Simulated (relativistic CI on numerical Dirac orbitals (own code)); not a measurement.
**Ligand-field terms of d8**

Computed with a parametric ligand-field model of a d^n configuration (Racah B and C, spin-orbit zeta, crystal field), exact diagonalisation.

Field parameters in Wybourne normalisation: Oh B⁴₀ = 21Dq, B⁴₄ = √(5/14) B⁴₀. The field is a parameter set, without covalency, and values of 10Dq over about 45,000 cm⁻¹ lie beyond real compounds.

B = 1130 cm⁻¹, C = 4540 cm⁻¹ (C/B = 4.02), Oh, no spin-orbit coupling. Tanabe-Sugano data, E/B above the lowest term (Δ = |10Dq|; b, c mark the second and third term of a kind):

```
 Δ/B   3A2    3T2    3T1     1E    1T2    1A1
 1.0  0.00   1.00   1.79  13.76  14.43  20.80
 3.0  0.00   3.00   5.29  14.61  17.04  22.16
 5.0  0.00   5.00   8.68  15.04  19.45  23.30
 7.0  0.00   7.00  11.92  15.27  21.74  24.26
 9.0  0.00   9.00  15.00  15.42  23.95  25.07
11.0  0.00  11.00  17.92  15.52  26.11  25.74
13.0  0.00  13.00  20.68  15.60  28.23  26.32
15.0  0.00  15.00  23.29  15.65  30.32  26.81
17.0  0.00  17.00  25.79  15.70  32.39  27.23
19.0  0.00  19.00  28.19  15.73  34.45  27.59
21.0  0.00  21.00  30.51  15.76  36.50  27.91
23.0  0.00  23.00  32.78  15.78  38.55  28.18
25.0  0.00  25.00  35.00  15.80  40.58  28.43
27.0  0.00  27.00  37.18  15.82  42.61  28.65
29.0  0.00  29.00  39.34  15.83  44.64  28.84
31.0  0.00  31.00  41.47  15.85  46.66  29.01
33.0  0.00  33.00  43.58  15.86  48.69  29.17
35.0  0.00  35.00  45.68  15.87  50.71  29.31
37.0  0.00  37.00  47.77  15.88  52.72  29.44
39.0  0.00  39.00  49.84  15.88  54.74  29.56
41.0  0.00  41.00  51.91  15.89  56.75  29.67
43.0  0.00  43.00  53.97  15.90  58.76  29.77
45.0  0.00  45.00  56.03  15.90  60.78  29.86
47.0  0.00  47.00  58.08  15.91  62.79  29.94
```

The ground term stays 3A2.
